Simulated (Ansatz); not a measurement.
**Telling isomers of GeH5NSe apart by their spectra**

These gas-phase data were calculated for one isomer of GeH5NSe at PBE0-D3(BJ)/def2-SVP (harmonic, unscaled wavenumbers; equilibrium rotational constants with average atomic masses):

- rotational constants: 9.351, 1.972, 1.678 GHz
- all wavenumbers above 1500 cm⁻¹: 3639, 3534, 2165, 2164, 2150, 1565

Candidates:

(1) `N[Se][GeH3]`, a singlet
(2) `[GeH3][NH][SeH]`, a singlet
(3) `[NH2][GeH2][SeH]`, a singlet

Question: Assign the data to one candidate and say why.

Answer: Candidate (1). 2 modes lie between 3250 and 3800 cm⁻¹, one for each N–H bond, while (2) has 1. 3 modes lie between 1900 and 2250 cm⁻¹, one for each Ge–H bond, while (3) has 2.

The same quantities for all candidates:

```
     rotational constants (GHz)         wavenumbers above 1500 cm⁻¹  E above the lowest, PBE0-D3(BJ)/def2-SVP (kcal/mol)
(1)         9.351, 1.972, 1.678  3639, 3534, 2165, 2164, 2150, 1565                                                 23.1
(2)         23.16, 1.235, 1.202        3632, 2367, 2176, 2157, 2135                                                 35.6
(3)         10.77, 1.834, 1.615  3686, 3579, 2460, 2162, 2107, 1539                                                  0.0
```

Harmonic stretches to hydrogen usually lie a few per cent above observed fundamentals. Each candidate is one conformer. Programs: Ansatz 0.2.0.
